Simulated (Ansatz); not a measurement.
A short molecular-dynamics run on CHBFNO, SMILES `N=C1OB1F`.

```yaml
crystal:
  periodic: [false, false, false]
  atoms:
    - {symbol: N, position_ang: [-0.440126, 0.291758, 1.502043]}
    - {symbol: C, position_ang: [-0.119202, 0.073724, 0.331894]}
    - {symbol: O, position_ang: [-0.845759, 0.524003, -0.872193]}
    - {symbol: B, position_ang: [0.270454, -0.190848, -1.077109]}
    - {symbol: F, position_ang: [0.955582, -0.639498, -2.084047]}
    - {symbol: H, position_ang: [0.221151, -0.123139, 2.153212]}
basis:
  gaussian: {orbitals: "6-31G*"}
hamiltonian: {xc: {name: BLYP}, dispersion: d4}
md: {timestep: 0.5 fs, n_steps: 30, ensemble: nve, temperature: 700, initial_velocities: maxwell_boltzmann, seed: 195}
```

```sh
$ ansatz run in.yaml --threads 2 --pin off --events-out ev --progress --plain --max-ram 4352MiB
```

| step | time (fs) | potential energy (eV) | kinetic (eV) | T (K) | conserved (eV) |
| --- | --- | --- | --- | --- | --- |
| 0 | 0.0 | -7982.6690 | 0.3619 | 700 | -7982.3071 |
| 1 | 0.5 | -7982.6450 | 0.3383 | 654 | -7982.3067 |
| 2 | 1.0 | -7982.6130 | 0.3070 | 594 | -7982.3060 |
| 3 | 1.5 | -7982.5842 | 0.2789 | 539 | -7982.3053 |
| 4 | 2.0 | -7982.5689 | 0.2637 | 510 | -7982.3052 |
| 5 | 2.5 | -7982.5698 | 0.2642 | 511 | -7982.3056 |
| 6 | 3.0 | -7982.5805 | 0.2742 | 530 | -7982.3063 |
| 7 | 3.5 | -7982.5903 | 0.2835 | 548 | -7982.3068 |
| 8 | 4.0 | -7982.5904 | 0.2834 | 548 | -7982.3070 |
| 9 | 4.5 | -7982.5780 | 0.2712 | 525 | -7982.3067 |
| 10 | 5.0 | -7982.5560 | 0.2496 | 483 | -7982.3063 |
| 11 | 5.5 | -7982.5303 | 0.2244 | 434 | -7982.3059 |
| 12 | 6.0 | -7982.5075 | 0.2019 | 391 | -7982.3056 |
| 13 | 6.5 | -7982.4927 | 0.1874 | 362 | -7982.3054 |
| 14 | 7.0 | -7982.4891 | 0.1837 | 355 | -7982.3054 |
| 15 | 7.5 | -7982.4968 | 0.1913 | 370 | -7982.3055 |
| 16 | 8.0 | -7982.5139 | 0.2081 | 403 | -7982.3058 |
| 17 | 8.5 | -7982.5358 | 0.2296 | 444 | -7982.3062 |
| 18 | 9.0 | -7982.5563 | 0.2497 | 483 | -7982.3066 |
| 19 | 9.5 | -7982.5689 | 0.2620 | 507 | -7982.3070 |
| 20 | 10.0 | -7982.5687 | 0.2617 | 506 | -7982.3070 |
| 21 | 10.5 | -7982.5554 | 0.2487 | 481 | -7982.3067 |
| 22 | 11.0 | -7982.5346 | 0.2286 | 442 | -7982.3060 |
| 23 | 11.5 | -7982.5168 | 0.2115 | 409 | -7982.3054 |
| 24 | 12.0 | -7982.5120 | 0.2069 | 400 | -7982.3052 |
| 25 | 12.5 | -7982.5233 | 0.2177 | 421 | -7982.3056 |
| 26 | 13.0 | -7982.5446 | 0.2383 | 461 | -7982.3063 |
| 27 | 13.5 | -7982.5647 | 0.2578 | 499 | -7982.3069 |
| 28 | 14.0 | -7982.5737 | 0.2665 | 515 | -7982.3071 |
| 29 | 14.5 | -7982.5676 | 0.2606 | 504 | -7982.3070 |
| 30 | 15.0 | -7982.5485 | 0.2419 | 468 | -7982.3066 |

Velocities are drawn at the set temperature; a run this short doesn't reach equilibrium.

Frames (Å, forces in eV/Å):

```xyz
6
time=0.0 fs
N    -0.440    0.292    1.502   -0.816    0.536    1.309
C    -0.119    0.074    0.332    0.975   -0.628   -0.508
O    -0.846    0.524   -0.872   -1.377    0.870   -0.806
B     0.270   -0.191   -1.077    0.356   -0.223    0.380
F     0.956   -0.639   -2.084    0.509   -0.334   -0.777
H     0.221   -0.123    2.153    0.353   -0.221    0.401
6
time=0.5 fs
N    -0.442    0.293    1.503   -1.227    0.818    0.606
C    -0.119    0.071    0.331    0.914   -0.568   -0.280
O    -0.840    0.522   -0.872   -1.573    0.960   -0.791
B     0.271   -0.193   -1.076    0.449   -0.264    0.421
F     0.953   -0.637   -2.084    0.597   -0.395   -0.886
H     0.217   -0.102    2.142    0.839   -0.550    0.930
6
time=1.0 fs
N    -0.444    0.294    1.504   -1.583    1.042   -0.048
C    -0.119    0.069    0.331    0.846   -0.503   -0.031
O    -0.835    0.520   -0.872   -1.756    1.042   -0.773
B     0.271   -0.196   -1.076    0.535   -0.302    0.451
F     0.950   -0.634   -2.085    0.683   -0.455   -0.989
H     0.214   -0.082    2.134    1.275   -0.825    1.390
6
time=1.5 fs
N    -0.447    0.296    1.506   -1.795    1.163   -0.548
C    -0.119    0.066    0.330    0.776   -0.435    0.226
O    -0.830    0.518   -0.872   -1.923    1.113   -0.753
B     0.271   -0.199   -1.075    0.612   -0.336    0.472
F     0.947   -0.631   -2.086    0.765   -0.511   -1.087
H     0.215   -0.064    2.129    1.563   -0.995    1.689
6
time=2.0 fs
N    -0.450    0.297    1.507   -1.784    1.153   -0.814
C    -0.119    0.064    0.330    0.709   -0.368    0.481
O    -0.825    0.516   -0.873   -2.069    1.172   -0.731
B     0.272   -0.202   -1.074    0.677   -0.362    0.485
F     0.944   -0.629   -2.086    0.844   -0.564   -1.177
H     0.220   -0.049    2.128    1.624   -1.031    1.756
6
time=2.5 fs
N    -0.453    0.299    1.508   -1.529    1.018   -0.824
C    -0.119    0.061    0.330    0.647   -0.304    0.723
O    -0.821    0.515   -0.873   -2.192    1.218   -0.708
B     0.273   -0.205   -1.073    0.726   -0.380    0.492
F     0.942   -0.626   -2.087    0.917   -0.615   -1.258
H     0.228   -0.036    2.131    1.431   -0.938    1.575
6
time=3.0 fs
N    -0.456    0.301    1.509   -1.073    0.796   -0.626
C    -0.118    0.058    0.329    0.591   -0.242    0.949
O    -0.817    0.513   -0.873   -2.290    1.250   -0.682
B     0.274   -0.208   -1.072    0.758   -0.388    0.492
F     0.939   -0.623   -2.088    0.986   -0.661   -1.331
H     0.240   -0.025    2.137    1.028   -0.754    1.198
6
time=3.5 fs
N    -0.459    0.304    1.509   -0.502    0.537   -0.305
C    -0.117    0.055    0.329    0.537   -0.182    1.153
O    -0.813    0.512   -0.874   -2.360    1.265   -0.654
B     0.275   -0.211   -1.071    0.772   -0.385    0.488
F     0.937   -0.621   -2.090    1.049   -0.704   -1.394
H     0.254   -0.016    2.147    0.504   -0.531    0.712
6
time=4.0 fs
N    -0.463    0.306    1.510    0.091    0.286    0.049
C    -0.117    0.052    0.330    0.484   -0.123    1.333
O    -0.810    0.511   -0.875   -2.399    1.263   -0.623
B     0.276   -0.214   -1.069    0.765   -0.370    0.480
F     0.935   -0.619   -2.091    1.106   -0.742   -1.446
H     0.269   -0.009    2.158   -0.047   -0.314    0.207
6
time=4.5 fs
N    -0.467    0.308    1.511    0.637    0.069    0.368
C    -0.116    0.049    0.330    0.428   -0.062    1.488
O    -0.807    0.511   -0.875   -2.407    1.243   -0.588
B     0.277   -0.217   -1.068    0.739   -0.342    0.468
F     0.933   -0.616   -2.093    1.156   -0.776   -1.485
H     0.285   -0.002    2.170   -0.553   -0.131   -0.251
6
time=5.0 fs
N    -0.470    0.311    1.511    1.099   -0.104    0.618
C    -0.115    0.046    0.331    0.367    0.000    1.616
O    -0.804    0.510   -0.876   -2.384    1.204   -0.548
B     0.279   -0.220   -1.066    0.694   -0.302    0.451
F     0.931   -0.614   -2.094    1.198   -0.806   -1.511
H     0.299    0.005    2.181   -0.974    0.007   -0.626
6
time=5.5 fs
N    -0.473    0.313    1.512    1.464   -0.233    0.785
C    -0.114    0.043    0.332    0.300    0.065    1.715
O    -0.802    0.510   -0.877   -2.330    1.148   -0.504
B     0.281   -0.224   -1.065    0.629   -0.250    0.431
F     0.929   -0.612   -2.096    1.233   -0.830   -1.523
H     0.310    0.012    2.191   -1.296    0.101   -0.904
6
time=6.0 fs
N    -0.477    0.315    1.513    1.731   -0.323    0.871
C    -0.113    0.040    0.333    0.225    0.132    1.785
O    -0.800    0.510   -0.878   -2.246    1.073   -0.455
B     0.282   -0.227   -1.063    0.548   -0.186    0.407
F     0.928   -0.610   -2.099    1.260   -0.850   -1.521
H     0.319    0.018    2.199   -1.517    0.153   -1.087
6
time=6.5 fs
N    -0.479    0.318    1.514    1.906   -0.380    0.882
C    -0.111    0.038    0.335    0.145    0.201    1.824
O    -0.798    0.509   -0.879   -2.137    0.983   -0.402
B     0.284   -0.231   -1.061    0.452   -0.112    0.378
F     0.926   -0.608   -2.101    1.278   -0.864   -1.503
H     0.324    0.026    2.204   -1.644    0.172   -1.179
6
time=7.0 fs
N    -0.482    0.320    1.516    1.994   -0.407    0.823
C    -0.110    0.035    0.337    0.059    0.272    1.832
O    -0.797    0.510   -0.881   -2.003    0.878   -0.345
B     0.286   -0.234   -1.059    0.343   -0.029    0.345
F     0.925   -0.607   -2.104    1.287   -0.874   -1.470
H     0.325    0.033    2.206   -1.680    0.160   -1.185
6
time=7.5 fs
N    -0.484    0.322    1.517    1.995   -0.406    0.698
C    -0.109    0.032    0.340   -0.032    0.343    1.809
O    -0.796    0.510   -0.882   -1.849    0.761   -0.285
B     0.289   -0.238   -1.057    0.225    0.061    0.306
F     0.924   -0.605   -2.106    1.287   -0.878   -1.421
H     0.322    0.041    2.205   -1.626    0.120   -1.106
6
time=8.0 fs
N    -0.485    0.324    1.519    1.904   -0.378    0.504
C    -0.108    0.029    0.343   -0.124    0.412    1.755
O    -0.795    0.510   -0.883   -1.679    0.634   -0.222
B     0.291   -0.241   -1.055    0.099    0.156    0.262
F     0.923   -0.604   -2.109    1.279   -0.877   -1.357
H     0.315    0.050    2.202   -1.480    0.053   -0.941
6
time=8.5 fs
N    -0.487    0.326    1.520    1.715   -0.319    0.239
C    -0.107    0.026    0.346   -0.215    0.478    1.670
O    -0.795    0.511   -0.884   -1.496    0.500   -0.158
B     0.293   -0.245   -1.053   -0.030    0.255    0.211
F     0.922   -0.602   -2.112    1.262   -0.872   -1.276
H     0.305    0.058    2.197   -1.236   -0.042   -0.685
6
time=9.0 fs
N    -0.488    0.328    1.522    1.421   -0.229   -0.101
C    -0.106    0.024    0.350   -0.303    0.539    1.555
O    -0.795    0.511   -0.886   -1.305    0.362   -0.093
B     0.295   -0.248   -1.051   -0.160    0.355    0.155
F     0.921   -0.601   -2.116    1.236   -0.862   -1.180
H     0.291    0.066    2.189   -0.889   -0.166   -0.335
6
time=9.5 fs
N    -0.489    0.330    1.524    1.025   -0.106   -0.510
C    -0.104    0.021    0.354   -0.383    0.593    1.412
O    -0.795    0.512   -0.887   -1.110    0.223   -0.029
B     0.297   -0.252   -1.048   -0.289    0.455    0.092
F     0.921   -0.600   -2.119    1.201   -0.847   -1.070
H     0.276    0.074    2.181   -0.445   -0.318    0.105
6
time=10.0 fs
N    -0.490    0.331    1.525    0.546    0.043   -0.966
C    -0.103    0.019    0.358   -0.451    0.637    1.242
O    -0.795    0.512   -0.888   -0.914    0.085    0.034
B     0.299   -0.255   -1.046   -0.413    0.553    0.023
F     0.921   -0.599   -2.123    1.160   -0.828   -0.946
H     0.259    0.082    2.174    0.073   -0.491    0.613
6
time=10.5 fs
N    -0.490    0.333    1.527    0.033    0.206   -1.423
C    -0.103    0.017    0.362   -0.503    0.669    1.046
O    -0.795    0.513   -0.890   -0.721   -0.048    0.095
B     0.302   -0.258   -1.044   -0.531    0.646   -0.051
F     0.920   -0.598   -2.126    1.111   -0.806   -0.810
H     0.243    0.088    2.167    0.613   -0.668    1.142
6
time=11.0 fs
N    -0.491    0.335    1.528   -0.433    0.359   -1.803
C    -0.102    0.015    0.367   -0.534    0.685    0.827
O    -0.795    0.514   -0.891   -0.536   -0.174    0.152
B     0.303   -0.261   -1.042   -0.642    0.735   -0.129
F     0.920   -0.597   -2.130    1.055   -0.780   -0.664
H     0.228    0.092    2.164    1.089   -0.825    1.617
6
time=11.5 fs
N    -0.491    0.337    1.529   -0.758    0.472   -2.014
C    -0.101    0.013    0.372   -0.539    0.683    0.587
O    -0.796    0.514   -0.892   -0.360   -0.291    0.204
B     0.305   -0.264   -1.040   -0.743    0.816   -0.212
F     0.920   -0.596   -2.134    0.994   -0.751   -0.509
H     0.215    0.094    2.164    1.406   -0.930    1.944
6
time=12.0 fs
N    -0.492    0.339    1.529   -0.867    0.517   -1.979
C    -0.101    0.011    0.377   -0.517    0.663    0.328
O    -0.796    0.515   -0.893   -0.196   -0.397    0.250
B     0.307   -0.266   -1.037   -0.833    0.890   -0.297
F     0.921   -0.596   -2.138    0.929   -0.719   -0.348
H     0.206    0.095    2.169    1.484   -0.954    2.046
6
time=12.5 fs
N    -0.493    0.341    1.529   -0.742    0.485   -1.671
C    -0.100    0.009    0.382   -0.468    0.624    0.056
O    -0.797    0.515   -0.895   -0.045   -0.491    0.291
B     0.308   -0.269   -1.035   -0.912    0.955   -0.385
F     0.921   -0.595   -2.142    0.859   -0.686   -0.182
H     0.201    0.093    2.179    1.308   -0.887    1.892
6
time=13.0 fs
N    -0.494    0.344    1.529   -0.429    0.386   -1.128
C    -0.100    0.008    0.387   -0.395    0.569   -0.224
O    -0.797    0.516   -0.896    0.090   -0.573    0.325
B     0.309   -0.271   -1.033   -0.979    1.011   -0.475
F     0.922   -0.595   -2.146    0.787   -0.651   -0.014
H     0.199    0.088    2.193    0.925   -0.742    1.515
6
time=13.5 fs
N    -0.495    0.346    1.529   -0.018    0.246   -0.435
C    -0.099    0.006    0.392   -0.304    0.499   -0.505
O    -0.798    0.516   -0.897    0.210   -0.642    0.354
B     0.310   -0.273   -1.031   -1.032    1.058   -0.566
F     0.922   -0.594   -2.150    0.713   -0.615    0.156
H     0.199    0.082    2.211    0.430   -0.545    0.995
6
time=14.0 fs
N    -0.497    0.348    1.528    0.401    0.093    0.306
C    -0.099    0.005    0.397   -0.201    0.421   -0.777
O    -0.799    0.516   -0.898    0.315   -0.699    0.379
B     0.311   -0.275   -1.030   -1.072    1.094   -0.658
F     0.923   -0.594   -2.154    0.638   -0.579    0.324
H     0.199    0.075    2.232   -0.080   -0.331    0.425
6
time=14.5 fs
N    -0.498    0.351    1.528    0.762   -0.050    1.011
C    -0.099    0.004    0.401   -0.095    0.339   -1.033
O    -0.799    0.516   -0.899    0.403   -0.743    0.399
B     0.312   -0.276   -1.028   -1.098    1.120   -0.750
F     0.923   -0.594   -2.158    0.562   -0.542    0.491
H     0.200    0.067    2.253   -0.534   -0.125   -0.119
6
time=15.0 fs
N    -0.499    0.353    1.528    1.035   -0.171    1.624
C    -0.099    0.003    0.406    0.008    0.259   -1.262
O    -0.799    0.516   -0.900    0.477   -0.775    0.417
B     0.312   -0.277   -1.027   -1.109    1.135   -0.841
F     0.924   -0.593   -2.162    0.486   -0.505    0.653
H     0.200    0.059    2.274   -0.896    0.056   -0.591
```

It took 29 s on 2 threads of an Arm Neoverse V1 on a shared host, with 0.13 GiB of host memory at the peak.
